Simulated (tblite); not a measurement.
Compound: C5H9NO3Si.
Structure used (GFN2-xTB), in Å, numbered top down from 1:
```xyz
19
C5H9NO3Si angstrom
C      3.0657   -0.7304    0.2404
O      2.2207    0.2770    0.7108
Si     1.0421    1.1121   -0.0140
O      0.7890    2.4239    0.8905
N     -0.4327    0.1661   -0.0924
C     -0.5853   -1.1923   -0.1258
C     -1.8998   -1.5146   -0.2764
C     -2.6054   -0.2870   -0.3515
O     -3.9581   -0.1827   -0.5034
C     -1.6870    0.7154   -0.2407
H      3.6479   -0.3736   -0.6117
H      3.7422   -1.0020    1.0519
H      2.5016   -1.6130   -0.0671
H      1.3688    1.6243   -1.3353
H      0.8557    2.3883    1.8421
H      0.2632   -1.8387   -0.0250
H     -2.3319   -2.4930   -0.3270
H     -4.1964    0.7498   -0.5263
H     -1.8102    1.7798   -0.2468
```

Computed values, GFN2-xTB/tblite, gas phase, harmonic and unscaled. This tight-binding method is rough: wavenumbers can miss measured ones by several per cent, in bad cases by 10 to 20. Modes of hydrogen on silicon can be 10 to 20 % off. One conformer, not necessarily the lowest. The optimisation stopped once no atom felt more than 0.01 eV/Å.

Lowest wavenumbers of the output (negative numbers stand for imaginary wavenumbers):
```
mode    cm-1
  1     -36.1
  2      38.9
  3      90.3
  4      98.9
  5     124.8
  6     145.6
  7     181.0
  8     238.1
  9     255.2
 10     309.1
```

Q: Is this structure a minimum?

A: Not by this Hessian. 1 mode is imaginary beyond 20i (36i cm⁻¹), so at this level the point lies at or near a first-order saddle. The curvature is small, so loose convergence or finite differences may be the whole cause.

Q: Which atoms move in the imaginary mode?

A: 36i: H13 (methyl hydrogen) 22 %, C6 (aromatic CH next to a ring nitrogen) 12 %, H12 (methyl hydrogen) 11 %, H11 (methyl hydrogen) 11 %. These are shares of the mass-weighted motion.

Q: What is the remedy?

A: Step along that mode in both directions, optimise again with tighter thresholds and repeat the frequencies. The zero-point energy of this point (86.6 kcal/mol) counts the 50 real modes alone, and thermal corrections from it aren't those of a minimum.
